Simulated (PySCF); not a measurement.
BFBr₂, SMILES FB(Br)Br.

Geometry optimised at B3LYP-D3(BJ)/def2-SVP.

Two levels are set side by side: PBE/def2-TZVPD (PySCF) and PBE0/def2-TZVPD (PySCF). Same geometry, gas phase. Differences are taken from unrounded values.

```tsv
quantity	PBE
orbital gap (eV)	4.97
highest occupied level (eV)	-7.35
lowest empty level (eV)	-2.38
dipole moment (D)	0.29
mean polarisability (bohr³)	59.9
```

**Question.** These are the PBE values. What does PBE0 give? (An estimate is asked for; the answer gives what the named calculation found.)

**Answer.** 
```csv
quantity,PBE0,PBE minus PBE0
orbital gap (eV),7.20,-2.23
highest occupied level (eV),-8.67,1.31
lowest empty level (eV),-1.46,-0.92
dipole moment (D),0.31,-0.03
mean polarisability (bohr³),57.1,2.8
```

Without exact exchange PBE keeps part of each electron's self-repulsion, which lifts occupied levels and narrows the gap. Loosely held outer electrons make PBE densities more polarisable. Differences between two approximate levels are no errors against the true value.

Rough cost on one machine, each run with all the roots and properties that it gave: PBE0 against PBE within a factor of 2.
